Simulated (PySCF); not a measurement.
C4H7F3Si.
SMILES with atom numbers: `[F:1][CH:2]([F:3])[C@@H:4]1[CH2:5][C@H:6]([F:7])[SiH2:8]1`

Structure used (PBE0-D3(BJ)/def2-SVP), in Å, numbered top down from 1:
```xyz
15
C4H7F3Si angstrom
F      2.1946   -1.3264   -0.8251
C      1.7031   -0.1776   -0.2929
F      2.6715    0.3466    0.4955
C      0.4751   -0.4696    0.5250
C     -0.7375   -0.9081   -0.3394
C     -1.4444    0.4342   -0.5802
F     -0.8859    1.0646   -1.6867
Si    -0.5652    1.0611    1.0076
H      1.5153    0.5203   -1.1276
H      0.7645   -1.1756    1.3177
H     -0.4768   -1.4386   -1.2712
H     -1.3981   -1.5698    0.2426
H     -2.5345    0.3871   -0.7213
H     -1.3441    0.8285    2.2589
H      0.0448    2.4217    0.9968
```

Probes without a nucleus sit at each ring's centroid and 1 Å off its mean plane on both sides; NICS is minus the shielding there, NICSzz its component along the normal. Level: GIAO HF/pcSseg-1 (PySCF, non-relativistic, gas phase) on the PBE0-D3(BJ)/def2-SVP geometry, one conformer.

Ring bond lengths (Å): C4–C5 1.552, C5–C6 1.536, C6–Si8 1.920, Si8–C4 1.913.

Problem. Give the NICS values of each ring in ppm.

Solution. 
```json
{"ring": "C4–C5–C6–Si8", "type": "4-membered ring with Si; formal bonds all single", "NICS(0)": "0.4", "NICS(1), two faces": "-3.2 / 0.1", "NICS(1)zz, two faces": "-0.5 / 5.2", "rms pucker (Å)": "0.15", "centre to ring atoms, mean (Å)": "1.21"}
```

Problem. What do they say, and how far can they be read as aromaticity?

Solution. 
- C4–C5–C6–Si8: mean NICS(1)zz 2.3 ppm, near zero. C4, C5, C6, Si8 have four or more neighbours; no verdict on aromaticity is drawn. The two faces differ by 5.7 ppm, so no symmetry operation interchanges them.

Problem. At the first NICS(1) probe listed for ring C4–C5–C6–Si8, 1 Å off the ring, how large is the induced field along the normal in 1 T applied along it?

Solution. NICSzz × B0 = -0.5 ppm × 1 T = 0 μT.

Problem. List the ring angles.

Solution. 
- C4–C5–C6–Si8: C4 86.7°, C5 101.5°, C6 86.8°, Si8 77.2°; sum 352.3° against 360° for a flat convex ring.

Problem. How do the values depend on the level or the medium?

Solution. 
| level | NICS(0), C4–C5–C6–Si8 | mean NICS(1)zz, C4–C5–C6–Si8 |
| --- | --- | --- |
| HF/pcSseg-1, gas | 0.4 | 2.3 |
| PBE0/pcSseg-1, gas | 0.6 | 3.5 |
| PBE0/pcSseg-1, IEF-PCM benzene | 0.6 | 3.5 |
| PBE0/pcSseg-1, IEF-PCM cyclohexane | 0.6 | 3.5 |

The geometry is the same throughout; the continuum's cavity takes Bondi-type radii × 1.2.
